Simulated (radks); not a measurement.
Results of a calculation; reference values are marked as such.
Species: Sc I. Configuration: [Ar] 3d1 4s2.

Code: a radial shooting solver on a logarithmic mesh with Libxc functionals. Model: scalar-relativistic Kohn-Sham, BLYP, spin-polarised, spherical densities, point nucleus; open shells are filled with parallel spins first.

Energy parts (hartree):
| part | energy |
|---|---|
| total | -764.31597 |
| kinetic | 770.17243 |
| electron-nucleus | -1815.47473 |
| Hartree | 320.12667 |
| exchange-correlation | -39.14034 |

Orbitals (lengths in bohr, moments of r in powers of bohr; <r^-3> diverges for s and p1/2; r(90%) holds 90 % of the orbital's charge):
orbital  occ.  eigenvalue (hartree)  r(90%)      <r>  <r^-3>      <r^4>
1s up       1             -161.6600   0.130  0.07304       -  0.0001326
1s down     1             -161.6602   0.130  0.07304       -  0.0001326
2s up       1             -17.42714   0.535   0.3437       -    0.03458
2s down     1             -17.41977   0.534   0.3436       -    0.03452
2p up       3             -14.27097   0.507   0.3078   223.7    0.02841
2p down     3             -14.26520   0.507   0.3076   223.8    0.02834
3s up       1              -2.02221    1.61    1.075       -      2.906
3s down     1              -1.99407    1.61    1.075       -      2.914
3p up       3              -1.23771    1.81    1.169   24.86      4.623
3p down     3              -1.20997    1.81    1.171   24.84      4.664
3d up       1              -0.12326    3.30    1.839   1.389      64.29
3d down     0              -0.10081    3.51    1.921   1.333      84.05
4s up       1              -0.15171    5.56    3.678       -      409.3
4s down     1              -0.14381    5.68    3.753       -      446.3

The highest occupied level is 3d up at -3.354 eV. The density falls to 0.001 e/bohr^3 at r = 4.95 bohr.
